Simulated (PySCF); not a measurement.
SMILES [B]1OBOBO1 (H2B3O3), doublet (PBE0/def2-SVP optimised geometry):

```
8

B     -1.270    -1.701     0.000
O     -1.976    -0.536     0.000
B     -1.307     0.667     0.000
O      0.064     0.666     0.000
B      0.775    -0.505     0.000
O      0.093    -1.701     0.000
H     -1.918     1.701     0.001
H      1.976    -0.492    -0.001
```

Level of theory: PySCF with unrestricted PBE0/def2-TZVP.

### Question
What are the frontier orbital energies (α orbitals alone; a β orbital can be the lowest empty one) and the dipole moment?

### Answer
HOMO-2 -10.61 eV, HOMO-1 -9.91 eV, HOMO -6.58 eV, LUMO -0.86 eV, LUMO+1 -0.77 eV; dipole moment 0.73 D.

On the same geometry unrestricted PBE/def2-TZVP in PySCF gives HOMO-2 -8.88 eV, HOMO-1 -8.30 eV, HOMO -5.22 eV, LUMO -1.95 eV, LUMO+1 -1.87 eV; dipole moment 0.76 D.

Meta-Löwdin charges at PBE0/def2-TZVP: B1 0.36, O2 -0.39, B3 0.39, O4 -0.39, B5 0.39, O6 -0.39, H7 0.02, H8 0.02.
